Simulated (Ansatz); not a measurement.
`[CH3][Al]([NH2])[Br]` + NH₃ → `[NH2][Al]([NH2])[Br]` + CH₄ at 298.15 K and 1 bar (ligand exchange at the Al–C bond).

Program: Ansatz. Geometries: PBE0-D4/def2-TZVP. ΔE: electronic, gas phase. CCSD(T)/CBS is the MP2 limit (def2-TZVPP, def2-QZVPP) plus CCSD(T) − MP2 in def2-TZVPP, frozen cores. This one scheme is used for every species. For Br outer-core shells are correlated without core-valence functions, which leaves a few kJ/mol of doubt a bond. Scalar relativity is left out up to krypton. Each species was taken in one conformer, which may not be the lowest.

| species | CCSD(T)/CBS energy (Eh) | H − E (kJ/mol) | S (J/(mol·K)) |
| --- | --- | --- | --- |
| `[CH3][Al]([NH2])[Br]` | -2911.22635 | 185.7 | 355.7 |
| NH₃ | -56.50880 | 100.5 | 192.4 |
| `[NH2][Al]([NH2])[Br]` | -2927.30575 | 158.4 | 339.2 |
| CH₄ | -40.46206 | 127.4 | 186.2 |

H − E and S are ideal-gas, rigid-rotor, harmonic terms from PBE0-D4/def2-TZVP, for one conformer and one mirror image of each species. 1 Eh = 2625.50 kJ/mol, R = 8.31446 J/(mol·K).

Question: By hand: ΔE, ΔH, ΔS and ΔG.

Answer: ΔE = (-2927.30575) + (-40.46206) − (-2911.22635) − (-56.50880) = -0.03266 Eh = -85.7 kJ/mol. Δ(H − E) = 158.4 + 127.4 − 185.7 − 100.5 = -0.4, so ΔH = -86.1 kJ/mol. ΔS = 339.2 + 186.2 − 355.7 − 192.4 = -22.7 J/(mol·K). ΔG = -86.1 − 298.15 × (-22.7)/1000 = -79.3 kJ/mol.

Question: By hand: the equilibrium constant, and the temperature at which ΔG would vanish if ΔH and ΔS stayed fixed.

Answer: log₁₀ K = −ΔG/(RT ln 10) = 13.9. ΔG = 0 at ΔH/ΔS = 3793 K, far beyond where these terms or the molecules hold.

ΔH outweighs TΔS. A doubt of 5 kJ/mol in ΔE shifts log₁₀ K by 0.9 here. Other conformers and mirror images would add mixing entropy, several J/(mol·K) or more a flexible species. Modes under 60 cm⁻¹, often nearly free rotors, make the harmonic entropy too high. These are equilibria of isolated gas molecules and say nothing of rates. Largest T1 diagnostic: 0.008 (customary marks: 0.02 for closed shells, 0.045 for open ones).
